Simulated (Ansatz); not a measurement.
Ideal-gas functions of C3H4ClSi, SMILES `[C]#C[SiH](C)Cl` radical at 400 K and 1 bar, from an Ansatz frequency run at PBE0-D4/def2-TZVP.

Molar mass 103.6 g/mol, point group C1 (symmetry number 1), electronic degeneracy 2, moments of inertia 123.313, 214.295, 307.041 u Å². Harmonic wavenumbers (cm⁻¹, unscaled): 103, 129, 164, 193, 280, 294, 521, 630, 683, 747, 757, 847, 894, 1278, 1440, 1444, 2160, 2257, 3056, 3144, 3152.

Use S(trans) = R[1.5 ln M + 2.5 ln T − 1.1517]; rotational temperatures θ = 24.2544 K / I; S(rot) = R[ln(√π/σ · √(T³/θAθBθC)) + 1.5]; for each mode x = 1.438777 ν̃/T, S = R[x/(eˣ − 1) − ln(1 − e⁻ˣ)] and H = RT x/(eˣ − 1); 1 cm⁻¹ = 0.0119627 kJ/mol; R = 8.31446 J/(mol·K).

Task: By hand: the entropy, in J/(mol·K).

Result: Translation 172.8. Rotation: θ = 0.1967, 0.1132, 0.079 K, giving 118.3. Vibration, mode by mode: 16.62, 14.77, 12.82, 11.51, 8.60, 8.23, 4.21, 3.09, 2.66, 2.22, 2.16, 1.67, 1.46, 0.47, 0.29, 0.29, 0.03, 0.02, 0.00, 0.00, 0.00, in all 91.1. Electronic 5.8. Sum 388.0 J/(mol·K).

Task: By hand: H − E and G − E in kJ/mol, counted from the electronic energy.

Result: Zero-point energy ½ × 24173 × 0.0119627 = 144.6; thermal vibration 19.3; translation, rotation and pV give 4 RT = 13.3. H − E = 177.2 kJ/mol, and G − E = 177.2 − 400 × 388.0/1000 = 22.0 kJ/mol.

Vibration gives 23 % of the entropy, 31.4 J/(mol·K) of it from the modes under 150 cm⁻¹: soft modes count most, and the harmonic formula is weakest for them. The sum counts one conformer and one mirror image; others add a mixing term.
